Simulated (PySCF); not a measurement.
CH4BrFO2Si. Atoms are numbered in the order given.

```xyz
10

C     -2.2488    -0.1075    -1.4110
O     -1.2520     0.8302    -1.0489
Si     0.2550     0.5075    -0.5326
O      1.1128    -0.2221    -1.7239
F      0.9193     1.9127    -0.1202
Br     0.2392    -0.7678     1.2919
H     -1.9312    -0.7142    -2.2758
H     -2.4856    -0.7828    -0.5708
H     -3.1579     0.4477    -1.6832
H      1.9642    -0.6168    -1.5004
```
Charge 0, spin multiplicity 1.

Geometry: B3LYP-D3(BJ)/def2-SVP. One conformer was computed; it need not be the lowest.

These are B3LYP-D3(BJ)/def2-SVP in PySCF values and carry that method's errors.

Frequencies are harmonic and unscaled.

| mode | ν (cm⁻¹) | IR (km/mol) | moving atoms (share of kinetic energy) |
|---|---|---|---|
| 1 | 51 | 3.6 | C 38 %, H 25 %, O 24 %, Br 10 % |
| 2 | 95 | 0.7 | H 98 % |
| 3 | 125 | 6.2 | C 35 %, H 20 %, O 19 %, F 13 %, Br 10 % |
| 4 | 169 | 29.6 | H 42 %, O 24 %, F 18 % |
| 5 | 217 | 8.8 | F 49 %, O 22 %, H 15 %, Br 9 % |
| 6 | 260 | 52.6 | O 47 %, H 35 %, Si 10 % |
| 7 | 278 | 16.4 | O 46 %, Br 30 %, F 10 %, H 9 % |
| 8 | 313 | 54.1 | O 34 %, F 34 %, Si 13 %, H 9 % |
| 9 | 369 | 2.7 | O 47 %, Si 19 %, F 16 %, H 11 % |
| 10 | 466 | 137.4 | Si 54 %, O 21 %, F 11 %, Br 9 % |
| 11 | 757 | 104.4 | H 36 %, O 29 %, Si 16 %, C 12 % |
| 12 | 797 | 310.0 | H 43 %, O 32 %, Si 16 %, F 8 % |
| 13 | 936 | 88.6 | Si 42 %, F 24 %, O 14 %, H 11 %, C 9 % |
| 14 | 986 | 142.2 | Si 48 %, O 28 %, F 19 % |
| 15 | 1166 | 184.8 | H 37 %, O 32 %, C 27 % |
| 16 | 1178 | 0.4 | H 77 %, C 18 % |
| 17 | 1220 | 184.7 | H 40 %, O 34 %, C 23 % |
| 18 | 1475 | 7.1 | H 96 % |
| 19 | 1477 | 6.1 | H 95 % |
| 20 | 1479 | 0.6 | H 90 % |
| 21 | 3013 | 46.6 | H 97 % |
| 22 | 3092 | 25.9 | H 90 %, C 10 % |
| 23 | 3130 | 21.4 | H 90 %, C 10 % |
| 24 | 3878 | 121.2 | H 94 % |
